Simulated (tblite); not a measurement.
Compound: C5H4FO (charge +1).
SMILES with atom numbers: `[F:1][c:2]1[cH:3][cH:4][o+:5][cH:6][cH:7]1` (hydrogens: H8 on C3; H9 on C4; H10 on C6; H11 on C7)
Bond orders are those of one Lewis drawing.

Computed with GFN2-xTB (tblite), gas phase: L-BFGS steps from a force-field or distance-geometry start until the largest atomic force falls under 0.01 eV/Å.

Step 2: E = -572.8736 eV
```
atom  x, y, z in Å  |  force x, y, z in eV/Å
F1     -1.0839    2.1830    0.0090    0.019  -0.102  -0.013
C2     -0.5051    1.0145   -0.0023    0.025   0.072   0.047
C3     -1.2766   -0.1537    0.0139   -0.169   0.174  -0.036
C4     -0.6114   -1.3630    0.0029   -0.518   0.265   0.067
O5      0.7040   -1.4138   -0.0068    0.160  -0.299  -0.045
C6      1.4539   -0.3322   -0.0198    0.117   0.619   0.013
C7      0.8930    0.9298   -0.0180   -0.106   0.115   0.002
H8     -2.3591   -0.0523    0.0313    0.201  -0.229  -0.011
H9     -1.2373   -2.2816    0.0149    1.041   0.324  -0.020
H10     2.5632   -0.3813   -0.0286   -0.846  -0.668   0.009
H11     1.4646    1.8534   -0.0225    0.075  -0.272  -0.013
```

Step 3: E = -572.9230 eV
```
atom  x, y, z in Å  |  force x, y, z in eV/Å
F1     -1.0845    2.1827    0.0087    0.039  -0.118  -0.008
C2     -0.5044    1.0141   -0.0008   -0.080   0.179   0.017
C3     -1.2765   -0.1526    0.0125   -0.227   0.295   0.001
C4     -0.6106   -1.3557    0.0050   -0.376   0.257   0.019
O5      0.7006   -1.4062   -0.0083    0.239  -0.453  -0.012
C6      1.4489   -0.3283   -0.0190   -0.001   0.467  -0.007
C7      0.8918    0.9291   -0.0182   -0.122   0.307   0.019
H8     -2.3569   -0.0574    0.0312    0.119  -0.193  -0.013
H9     -1.2129   -2.2742    0.0143    0.762   0.059  -0.010
H10     2.5431   -0.3971   -0.0284   -0.442  -0.599   0.004
H11     1.4670    1.8482   -0.0229    0.088  -0.201  -0.012
```

Step 4: E = -572.9861 eV
```
atom  x, y, z in Å  |  force x, y, z in eV/Å
F1     -1.0853    2.1808    0.0079   -0.071   0.128   0.002
C2     -0.5066    1.0173    0.0021   -0.119   0.365  -0.036
C3     -1.2799   -0.1427    0.0104   -0.136   0.189   0.061
C4     -0.6102   -1.3349    0.0087    0.049   0.088  -0.061
O5      0.6979   -1.3991   -0.0112    0.089  -0.242   0.046
C6      1.4340   -0.3169   -0.0179   -0.137   0.089  -0.036
C7      0.8865    0.9370   -0.0180   -0.159   0.130   0.042
H8     -2.3530   -0.0707    0.0305   -0.165  -0.083  -0.012
H9     -1.1535   -2.2636    0.0132    0.142  -0.418   0.007
H10     2.5011   -0.4399   -0.0279    0.306  -0.383  -0.007
H11     1.4742    1.8355   -0.0238    0.201   0.136  -0.007
```

Step 5: E = -572.9989 eV
```
atom  x, y, z in Å  |  force x, y, z in eV/Å
F1     -1.0869    2.1831    0.0078   -0.122   0.253   0.003
C2     -0.5085    1.0229    0.0022   -0.174   0.234  -0.032
C3     -1.2819   -0.1382    0.0107   -0.063   0.123   0.056
C4     -0.6092   -1.3289    0.0087    0.013  -0.085  -0.058
O5      0.6981   -1.4002   -0.0112    0.028  -0.038   0.043
C6      1.4288   -0.3131   -0.0181    0.055  -0.107  -0.030
C7      0.8827    0.9398   -0.0173   -0.016   0.189   0.032
H8     -2.3549   -0.0750    0.0302   -0.179  -0.055  -0.010
H9     -1.1378   -2.2673    0.0131    0.068  -0.344   0.008
H10     2.4960   -0.4554   -0.0279    0.244  -0.267  -0.008
H11     1.4791    1.8349   -0.0241    0.144   0.097  -0.004
```

**Question.** Estimate the geometry and energy of step 6. (The exact step hangs on the optimiser's Hessian estimate; all steps are aligned on step 5, rigid shifts and turns removed.)

**Answer.** E = -573.0139 eV, largest force 0.343 eV/Å
```
atom  x, y, z in Å  |  force x, y, z in eV/Å
F1     -1.0923    2.1929    0.0076   -0.152   0.307   0.001
C2     -0.5153    1.0345    0.0018   -0.016   0.076  -0.009
C3     -1.2855   -0.1297    0.0124   -0.008  -0.143   0.025
C4     -0.6090   -1.3239    0.0075   -0.048  -0.125  -0.027
O5      0.6987   -1.4011   -0.0102   -0.094   0.188   0.019
C6      1.4251   -0.3110   -0.0191    0.133  -0.016  -0.005
C7      0.8784    0.9483   -0.0158    0.109  -0.099   0.005
H8     -2.3614   -0.0820    0.0296   -0.101  -0.015  -0.007
H9     -1.1141   -2.2788    0.0130   -0.026  -0.172   0.006
H10     2.4924   -0.4822   -0.0281    0.129  -0.082  -0.009
H11     1.4884    1.8356   -0.0246    0.075   0.081   0.001
```

The energy changes by -0.0150 eV. The first-order estimate −F·Δx gives -0.0243 eV and the mean of the old and new forces, exact on a quadratic surface, -0.0150 eV. The step makes an angle of 46° with the force vector and moves no atom by more than 0.027 Å.

The cost below is that of the whole relaxation. The run took under 0.1 s wall on Arm Neoverse N1, one thread, on a shared host.
